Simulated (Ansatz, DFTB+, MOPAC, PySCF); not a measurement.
System: isocyanic acid, CHNO (charge 0, singlet). SMILES: N=C=O
Coordinates optimised at B3LYP-D3(BJ)/def2-TZVP (Ansatz, a first-principles code):
```xyz
4

N     -1.1014     0.2807     0.2471
C      0.0427    -0.0239    -0.0008
O      1.1482    -0.1990    -0.3207
H     -1.7320    -0.2289     0.8408
```
Charge 0, spin multiplicity 1.

Quantity: size of the dipole moment, in D. Conventions: LANL2DZ all-electron up to Ne; dispersion terms only where a functional's name holds one; 6-311+G** with 5d; SCC-DFTB with the Slater-Koster set that CP2K ships; PM7 with its own dispersion and hydrogen-bond terms; spin-orbit terms left out; non-relativistic. First-principles and DFTB rows: single points at B3LYP-D3(BJ) geometries (Ansatz). Semi-empirical rows: dipoles at the shared geometry.

| level | program | size of the dipole moment (D) |
|---|---|---|
| PM7 | MOPAC | 2.31 |
| SCC-DFTB | DFTB+ | 1.56 |
| PBE/STO-3G | Ansatz | 1.61 |
| PBE/3-21G | Ansatz | 2.27 |
| PBE/LANL2DZ | Ansatz | 2.46 |
| BP86/def2-SVP | PySCF | 2.12 |
| B3LYP/STO-3G | Ansatz | 1.66 |
| B3LYP/cc-pVDZ | Ansatz | 2.12 |
| PBE0/6-311+G** | Ansatz | 2.27 |

No value to compare with is used here. The 9 habitual levels span 1.56 (SCC-DFTB) to 2.46 D (PBE/LANL2DZ).

The levels are drawn from those run, B3LYP/6-31G* more often than the rest, none by its result; runs whose electronic state is in doubt are left out.
